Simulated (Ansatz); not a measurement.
Two structures of Si3N2H11ClF, doublet, reached by relaxing down either side of one saddle point (PBE0-D4/def2-TZVP). Energies are electronic, without zero-point energy. Program: Ansatz 0.2.0. Basis: def2-TZVPP and def2-QZVPP. Cores are frozen in the correlated methods; orbitals are unrestricted. Extrapolation: Hartree–Fock as exp(−7.88 √X), correlation as X^−2.97. First:

```
atom    x (Å)    y (Å)    z (Å)
 Si1   0.1886  -0.8684   1.3155
  N2   1.6197  -0.1920   0.5140
 Si3   1.6533  -0.2144  -1.2569
  N4  -1.1599  -0.2764   0.4462
 Si5  -2.5062  -1.1597  -0.2019
  H6   0.1731  -2.3586   1.1999
  H7   0.1559   2.9460   0.6897
 Cl8  -1.0785   3.1824   0.3248
  H9   1.6723   1.3402   0.8984
 F10   1.6748   2.3024   1.1094
 H11   2.4890  -0.5143   0.9287
 H12   0.8560   0.9232  -1.7638
 H13   1.1036  -1.4903  -1.7824
 H14   3.0747  -0.0773  -1.6618
 H15  -1.2547   0.7369   0.4122
 H16  -2.2336  -2.6007   0.0223
 H17  -2.6492  -0.8994  -1.6589
 H18  -3.7789  -0.7795   0.4644
```

Second:

```xyz
18
angstrom
Si -0.2686 0.0029 1.3598
N 1.3944 0.0851 0.3748
Si 1.1768 0.2121 -1.4238
N -1.4882 -0.1455 0.1435
Si -2.2819 -1.6318 -0.2701
H -0.0847 -1.4964 1.6336
H 1.5658 2.7138 1.3331
Cl -0.3605 2.3900 1.2609
H 1.9614 0.8802 0.7026
F 2.5002 2.5309 1.2240
H 1.9075 -0.7642 0.6023
H 0.3380 1.3870 -1.7088
H 0.6061 -1.0693 -1.8823
H 2.5445 0.3881 -1.9701
H -1.9428 0.7116 -0.1382
H -2.9009 -2.3041 0.9026
H -1.3212 -2.5849 -0.8870
H -3.3457 -1.3058 -1.2570
```

(1) Which bonds change from the first to the second?

(2) Give the saddle point's structure and its height above each. (To be estimated.)

T1 diagnostic: at most 0.013. ⟨S²⟩ of the unrestricted Hartree–Fock references: 0.75 to 0.76 (a pure state has 0.75).

Results:

(1) Si₃N₂H₉ ([SiH3][NH][SiH][NH][SiH3]) + HCl + HF → Si₂NH₅Cl ([SiH3][NH][SiH][Cl]) + SiNH₅ ([NH2][SiH3]) + HF (still joined by a long Si–N bond); bonds formed: Si1–Cl8, N2–H9, H7–F10; bonds broken: H7–Cl8, H9–F10; bonds weakened to dative contacts: Si1–N2.

(2) The calculation gives: 7.62 kcal/mol above the first and 15.05 kcal/mol above the second (CCSD(T) at an estimated basis limit (MP2 extrapolated from triple and quadruple zeta, plus CCSD(T) − MP2 in triple zeta)).
| atom | x (Å) | y (Å) | z (Å) |
| --- | --- | --- | --- |
| Si1 | -0.0058 | -0.4214 | 1.3498 |
| N2 | 1.5082 | 0.0963 | 0.4679 |
| Si3 | 1.4767 | -0.2073 | -1.3013 |
| N4 | -1.3193 | -0.1601 | 0.2917 |
| Si5 | -2.4037 | -1.3210 | -0.4095 |
| H6 | 0.1501 | -1.9036 | 1.4872 |
| H7 | 0.6698 | 2.7406 | 1.1433 |
| Cl8 | -0.6865 | 2.7505 | 1.5926 |
| H9 | 1.7139 | 1.3090 | 0.6071 |
| F10 | 1.8555 | 2.4752 | 0.7191 |
| H11 | 2.3177 | -0.3481 | 0.8980 |
| H12 | 0.6379 | 0.8338 | -1.9247 |
| H13 | 0.9403 | -1.5655 | -1.5556 |
| H14 | 2.8822 | -0.1186 | -1.7641 |
| H15 | -1.5829 | 0.8185 | 0.2249 |
| H16 | -2.3941 | -2.5478 | 0.4260 |
| H17 | -1.9933 | -1.6953 | -1.7911 |
| H18 | -3.7666 | -0.7354 | -0.4614 |

Labels in which every atom is bracketed show which atoms are joined, not bond orders.

For scale, one of the runs: CCSD(T)/def2-TZVPP, 415 basis functions, launched by `ansatz run in.yaml --threads 4 --pin off --events-out ev --progress --plain --max-ram 66560MiB --backend cuda --devices 0, --max-vram 37GiB`. Hardware: 4 CPU threads of an AMD EPYC 7R13 and a share of one NVIDIA H100, shared host. Wall time 2.3 min; peak host memory 1.9 GiB.
